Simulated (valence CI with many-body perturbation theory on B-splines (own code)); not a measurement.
Questions on Te¹⁹⁺

Computed by valence CI with perturbative core correlation (CI+MBPT): five valence electrons over a frozen Dirac-Fock core [Ar] 3d10, radial functions for each j: 9 s, 9 p, 8 d, 6 f, 3 g, 1 h, with the one-electron correlation potential Σ1 (screened to all orders), the two-electron term Σ2, the three-electron term Σ3, Breit, model QED; selected single and double excitations, second order for the rest, scaled by the run's own slope (own B-spline code, finite nucleus).

No measured spectrum was set against this ion. As an estimate, levels hold to about 250 cm⁻¹ or 0.2 % of their energy and the worst to 1 %, as in measured heavy ions of charge 2 to 7; those with d or f electrons hold less well. Among the levels kept, up to 1000 cm⁻¹ of a level comes from second order outside the variational space, and about a tenth of that is noise between levels of different J, which matters for small intervals.

Levels are named by their leading jj configuration (3d3/2^4 stands for four electrons in 3d with j = 3/2), which in mixed levels can hold well under half, so a name can repeat and another be missing.

Rates and lifetimes use the calculated energies. Strong lines usually hold to 10 to 20 %, long lifetimes can be off by a factor of two.

(1) What is the ground level?

(2) What is the ionisation energy?

(3) What are the static dipole polarisabilities of the lowest levels?

(4) How well does LS coupling describe the low levels?

(5) Where does the other parity begin?

Results:

(1) (4s^2 4p1/2^2 4p3/2) J=3/2, composition 45 % 4s2 4p3 4S° + 34 % 4s2 4p3 2P° + 19 % 4s2 4p3 2D°, g = 1.536.

(2) 556.26 eV; NIST lists 555 ± 4 eV (theoretical).

(3) (4s^2 4p1/2^2 4p3/2) J=3/2 0.267 (tensor 0.013); (4s^2 4p1/2 4p3/2^2) J=3/2 0.278 (tensor 0.0089); (4s^2 4p1/2 4p3/2^2) J=5/2 0.278; (4s^2 4p1/2 4p3/2^2) J=1/2 0.276 bohr³, of which the core gives 0.0145.

(4) Among the lowest 20 levels the leading LS term, summed over configurations, holds 62 % on average. For single configurations the figures are 58 % in LS and 74 % in jj coupling. Terms mix most in the J = 3/2 level at 633720 cm⁻¹, where the leading one holds 32 %.

(5) At (4s 4p1/2^2 4p3/2^2) J=5/2, 452320 cm⁻¹.
